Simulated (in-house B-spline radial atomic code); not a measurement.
A run on S (an excited or competing configuration) that did not converge. Method: non-relativistic wB97X, spin-polarised, spherical fractional occupations, point nucleus; computed with a B-spline radial code for spherical atoms.

Command:
```bash
python run_scf.py task.json out
```
Settings:
```
Z                16
configuration    [He] 2s2 2p5 3s2 3p4 3d1
hamiltonian      nr
method           wb97x
spin_polarised   True
```

First and last ten iterations of the last attempt (damped for 15 steps, keeping 80 % of the old Fock matrix, then DIIS):
```
 iter        energy (Eh)    residual
    1        -387.641127    2.65e-01
    2        -390.116635    1.55e-01
    3        -390.712236    1.06e-01
    4        -391.050410    7.35e-02
    5        -391.246197    5.25e-02
    6        -391.367649    3.48e-02
    7        -391.494037    1.85e-02
    8        -391.484938    1.53e-02
    9        -391.504863    9.74e-03
   10        -391.519197    7.58e-03
  111        -391.524015    1.32e-04
  112        -391.524016    1.16e-04
  113        -391.524016    1.58e-04
  114        -391.524015    1.81e-04
  115        -391.524015    1.90e-04
  116        -391.524016    1.71e-04
  117        -391.524010    2.25e-04
  118        -391.524012    2.52e-04
  119        -391.523840    1.24e-03
  120        -391.523992    2.47e-04
 not converged after 120 iterations
```

The smallest residual met was 4.7e-05; the threshold is about 2e-07. No energy from this run should be used. Time taken, with all properties: 16 s on 1 thread of Arm Neoverse V1, with other jobs on the host.
